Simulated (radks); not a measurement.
Species: Pb. Configuration: [Xe] 4f14 5d10 6p4 (not the ground configuration). Calculated with a radial shooting solver on a logarithmic mesh with Libxc functionals: Dirac Kohn-Sham, exchange-only PBE, spin-unpolarised, spherical densities, finite nucleus; open shells are shared between the two j in proportion to 2j + 1; Fermi nuclear charge, rms radius 5.5012 fm. Some entries of the table are withheld. Estimate them.

| orbital | occ. | eigenvalue (Ry) | <1/r> (bohr^-1) | <r> (bohr) |
|---|---|---|---|---|
| 1s1/2 | 2 | -6462.103 | 101.2 | 0.01606 |
| 2s1/2 | 2 | (1) | 25.04 | 0.06692 |
| 2p1/2 | 2 | -1109.753 | 25.01 | 0.05488 |
| 2p3/2 | 4 | -948.8362 | 19.97 | 0.06379 |
| 3s1/2 | 2 | -277.3565 | 9.184 | 0.1740 |
| 3p1/2 | 2 | -256.7953 | 9.099 | 0.1644 |
| 3p3/2 | 4 | -220.8941 | 7.780 | 0.1807 |
| 3d3/2 | 4 | (2) | 7.680 | 0.1570 |
| 3d5/2 | 6 | (3) | 7.387 | 0.1619 |
| 4s1/2 | 2 | -62.90046 | 3.901 | (4) |
| 4p1/2 | 2 | -53.98058 | (5) | 0.3853 |
| 4p3/2 | 4 | -45.19122 | (6) | 0.4199 |
| 4d3/2 | 4 | -30.61535 | 3.139 | 0.4246 |
| 4d5/2 | 6 | -28.97474 | 3.036 | 0.4357 |
| 5s1/2 | 2 | -10.72658 | 1.619 | 0.8544 |
| 4f5/2 | 6 | -10.10554 | 2.695 | (7) |
| 4f7/2 | 8 | -9.73577 | 2.656 | (8) |
| 5p1/2 | 2 | -7.67951 | (9) | 0.9125 |
| 5p3/2 | 4 | -6.03479 | (10) | 1.004 |
| 5d3/2 | 4 | -1.82550 | 1.038 | 1.268 |
| 5d5/2 | 6 | -1.63300 | 0.9983 | 1.315 |
| 6s1/2 | 0 | -0.97326 | 0.5710 | 2.256 |
| 6p1/2 | 1.33333 | -0.39608 | 0.4467 | 2.870 |
| 6p3/2 | 2.66667 | -0.27055 | 0.3815 | 3.339 |

Answer. 
(1) 2s1/2 eigenvalue (Ry): -1155.054
(2) 3d3/2 eigenvalue (Ry): -186.9059
(3) 3d5/2 eigenvalue (Ry): -179.2643
(4) 4s1/2 <r> (bohr): 0.3842
(5) 4p1/2 <1/r> (bohr^-1): 3.792
(6) 4p3/2 <1/r> (bohr^-1): 3.336
(7) 4f5/2 <r> (bohr): 0.4509
(8) 4f7/2 <r> (bohr): 0.4572
(9) 5p1/2 <1/r> (bohr^-1): 1.497
(10) 5p3/2 <1/r> (bohr^-1): 1.329
